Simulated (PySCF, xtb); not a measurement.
CH5AlFNO, SMILES [Al]([NH]C)([OH])[F]. The values are those of a single conformer.

Harmonic wavenumbers (cm⁻¹) from GFN2-xTB run with xtb at its own minimum, in rising order: 98, 105, 154, 188, 215, 274, 300, 361, 440, 608, 797, 941, 1026, 1107, 1131, 1310, 1414, 1486, 1495, 2918, 2941, 3028, 3399, 3790.

Problem. What does r2SCAN-D4/def2-SVP run with PySCF give at its own minimum? (An estimate is asked for; the answer gives what the named calculation found.)

Solution. 112, 114, 161, 224, 277, 294, 323, 518, 537, 655, 877, 946, 1077, 1138, 1157, 1385, 1447, 1469, 1498, 2981, 3043, 3117, 3593, 3961. Paired by order, the mean absolute difference is 59 cm⁻¹ and the zero-point energies are 42.2 and 44.2 kcal/mol.
